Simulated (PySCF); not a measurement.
## CrOF, quartet: computed properties

Level of theory: UPBE0/[Cr def2-TZVP, O def2-TZVP, F def2-TZVP], no relativity, density fitting, PySCF.

The structure is a higher-order saddle point with 2 imaginary modes (one degenerate set).

```xyz
3
charge 0 multiplicity 4, angstrom
Cr    0.0000    0.0000   -0.0936
O     0.0000    0.0000   -1.6970
F     0.0000    0.0000    1.6842
```

| Quantity | Value |
| --- | --- |
| Point group | C∞v |
| Bond lengths | Cr–F 1.778 Å, Cr–O 1.603 Å |
| Bond angles | F–Cr–O 180.0° |
| Highest occupied level (α) | -7.26 eV |
| Dipole moment | 0.05 D |
| Spin squared ⟨S²⟩ | 3.967 |
| Principal quadrupole moments (Buckingham, traceless) about the centre of mass | -12.55, 6.28, 6.28 D Å |
| Rotational constants | 0.1679 cm⁻¹ |
| Zero-point energy (real modes) | 9.5 kJ/mol |
| Principal polarisabilities | 25.9, 25.9, 43.9 bohr³ |
| Atomisation energy without zero-point energy | 885 kJ/mol |
| Lowest empty level (α) | -3.55 eV |

Harmonic modes (masses in u: Cr 51.941, O 15.995, F 18.998):
| symmetry | ω (cm⁻¹) | IR (km/mol, summed over degenerate members) | μ (u) | type |
| --- | --- | --- | --- | --- |
| π | 147i | – | 23.32 | bend |
| σ+ | 659 | 81.2 | 19.49 | stretch |
| σ+ | 933 | 137 | 20.58 | stretch |

In C∞v the vibrations span π + 2σ+.

Charges (e):
```json
{"atom": "Cr1", "Mulliken": "1.12", "Löwdin": "0.61", "polar tensor": "1.22", "spin (Mulliken)": "3.55", "Mayer order to Cr1": "–"}
{"atom": "O2", "Mulliken": "-0.57", "Löwdin": "-0.28", "polar tensor": "-0.52", "spin (Mulliken)": "-0.51", "Mayer order to Cr1": "2.01"}
{"atom": "F3", "Mulliken": "-0.55", "Löwdin": "-0.33", "polar tensor": "-0.70", "spin (Mulliken)": "-0.04", "Mayer order to Cr1": "0.74"}
```

Mulliken populations on Cr1: s 6.41, p 12.20, d 4.26, f 0.01.

The determinant is spin-contaminated (⟨S²⟩ = 3.97, pure value 3.75). Other isomers or separated fragments may lie lower. Other spin states or occupations of the open shell can lie lower. At this level a quartet minimum of Cs symmetry lies 11 kJ/mol below this structure.

The final relaxation and frequency run took 23 s on 4 threads of a shared Arm Neoverse V1 host, with 107 basis functions and 9 gradients; the process peaked at 0.89 GiB. Launch command: `OMP_NUM_THREADS=4 python axn.py task.json out`.
